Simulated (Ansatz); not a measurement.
Basis sets compared for `c1csc(-c2cnc(-c3cnc(-c4cnc(-c5cnc(-c6cncs6)s5)s4)s3)s2)n1`. Total charge 0; singlet. Geometry r2SCAN-D4/def2-SVP. Ansatz on 2 threads of AMD EPYC 7R13 on a shared host and a share (18 GiB) of an NVIDIA H100 80GB HBM3; times are rough, and most runs start from earlier orbitals.

| atom | x (Å) | y (Å) | z (Å) |
| --- | --- | --- | --- |
| C1 | 2.890 | -8.193 | -4.954 |
| C2 | 3.723 | -7.210 | -5.440 |
| S3 | 3.356 | -5.709 | -4.680 |
| C4 | 2.096 | -6.520 | -3.756 |
| C5 | 1.266 | -5.829 | -2.802 |
| C6 | 0.251 | -6.385 | -2.031 |
| N7 | -0.400 | -5.546 | -1.200 |
| C8 | 0.072 | -4.318 | -1.285 |
| C9 | -0.438 | -3.221 | -0.510 |
| C10 | -1.474 | -3.281 | 0.420 |
| N11 | -1.792 | -2.126 | 1.036 |
| C12 | -1.034 | -1.130 | 0.624 |
| C13 | -1.158 | 0.214 | 1.116 |
| C14 | -2.066 | 0.661 | 2.072 |
| N15 | -2.005 | 1.971 | 2.386 |
| C16 | -1.065 | 2.593 | 1.703 |
| C17 | -0.767 | 3.991 | 1.826 |
| C18 | 0.184 | 4.771 | 1.177 |
| N19 | 0.221 | 6.076 | 1.513 |
| C20 | -0.689 | 6.359 | 2.425 |
| C21 | -0.871 | 7.683 | 2.968 |
| C22 | -0.152 | 8.823 | 2.631 |
| N23 | -0.508 | 9.961 | 3.281 |
| C24 | -1.485 | 9.738 | 4.115 |
| S25 | -2.055 | 8.093 | 4.170 |
| S26 | -1.665 | 4.991 | 2.930 |
| S27 | -0.174 | 1.549 | 0.594 |
| S28 | 0.156 | -1.590 | -0.593 |
| S29 | 1.391 | -4.135 | -2.439 |
| N30 | 1.986 | -7.803 | -4.017 |
| H31 | 2.919 | -9.238 | -5.275 |
| H32 | 4.513 | -7.290 | -6.186 |
| H33 | -0.015 | -7.443 | -2.087 |
| H34 | -2.006 | -4.208 | 0.645 |
| H35 | -2.792 | -0.001 | 2.549 |
| H36 | 0.882 | 4.382 | 0.429 |
| H37 | 0.652 | 8.821 | 1.893 |
| H38 | -1.944 | 10.499 | 4.752 |

Single mean-field runs in def2-SVP, def2-TZVP are fitted with def2-universal-jkfit.

Binding counts from free atoms (C triplet, S triplet, N quartet, H doublet) in the same basis, without a counterpoise term.

| level | functions | energy (Eh) | HOMO (eV) | LUMO (eV) | binding per atom (eV) | wall time |
| --- | --- | --- | --- | --- | --- | --- |
| PBE-D4/def2-SVP | 484 | -3404.7955 | -5.18 | -3.52 | 5.50 | 5.5 s |
| PBE0-D4/def2-SVP | 484 | -3404.9801 | -5.99 | -3.03 | 5.29 | 6 s |

Estimate the rows for PBE-D4/def2-TZVP, PBE0-D4/def2-TZVP.


| level | functions | energy (Eh) | HOMO (eV) | LUMO (eV) | binding per atom (eV) | wall time |
| --- | --- | --- | --- | --- | --- | --- |
| PBE-D4/def2-TZVP | 1014 | -3406.7290 | -5.20 | -3.60 | 5.43 | 8 s |
| PBE0-D4/def2-TZVP | 1014 | -3406.9062 | -5.94 | -3.05 | 5.22 | 6 s |
